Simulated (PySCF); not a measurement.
ZrF₄, SMILES [F][Zr]([F])([F])[F], multiplicity 1.

Coordinates come from a B3LYP-D3(BJ)/def2-SVP optimisation. The multiplicity is an assumed one; other spin states were not compared. The isomer is the one that the SMILES or the coordinates give; other isomers of the formula were not compared. The def2 effective core potentials stand for the cores of Zr; spin–orbit coupling is left out.

These are TDA-PBE/def2-SVPD run with PySCF values and carry that method's errors.

Vertical excitations; the highest root listed may be one member of a degenerate set. The molecule is in vacuum. State labels are in the subgroup D2.

Computed lowest excited states:
```tsv
state	symmetry	energy (eV)	λ (nm)	f	main pairs
S1	B3	7.85	158	0.000	HOMO→LUMO, HOMO−3→LUMO+1 (degenerate set)
S2	B2	7.85	158	0.000	HOMO−1→LUMO+1, HOMO−1→LUMO, HOMO−4→LUMO (degenerate set)
S3	B1	7.85	158	0.000	HOMO−2→LUMO+1, HOMO−5→LUMO, HOMO−2→LUMO (degenerate set)
S4	B2	7.94	156	0.000	HOMO−4→LUMO, HOMO−4→LUMO+1, HOMO−1→LUMO+1 (degenerate set)
S5	B3	7.94	156	0.000	HOMO−3→LUMO+1, HOMO→LUMO (degenerate set)
S6	B1	7.94	156	0.000	HOMO−5→LUMO, HOMO−2→LUMO+1, HOMO−5→LUMO+1 (degenerate set)
S7	B3	7.95	156	0.003	HOMO−3→LUMO, HOMO→LUMO+1 (degenerate set)
S8	B1	7.95	156	0.003	HOMO−5→LUMO+1, HOMO−2→LUMO, HOMO−5→LUMO, HOMO−2→LUMO+1 (degenerate set)
S9	B2	7.95	156	0.003	HOMO−4→LUMO+1, HOMO−1→LUMO, HOMO−4→LUMO, HOMO−1→LUMO+1 (degenerate set)
S10	B1	8.31	149	0.023	HOMO−2→LUMO 32 %, HOMO−5→LUMO+1 31 %, HOMO−2→LUMO+1 6 %, HOMO−5→LUMO 6 %
T1	B2	7.58	163	0	HOMO−1→LUMO, HOMO−1→LUMO+1, HOMO−4→LUMO+1, HOMO−4→LUMO (degenerate set)
T2	B3	7.58	163	0	HOMO→LUMO+1, HOMO−3→LUMO (degenerate set)
T3	B1	7.58	163	0	HOMO−2→LUMO, HOMO−5→LUMO+1, HOMO−2→LUMO+1 (degenerate set)
T4	B3	7.69	161	0	HOMO−3→LUMO 75 %, HOMO→LUMO+1 23 %
```
Triplets are in the Tamm–Dancoff approximation.
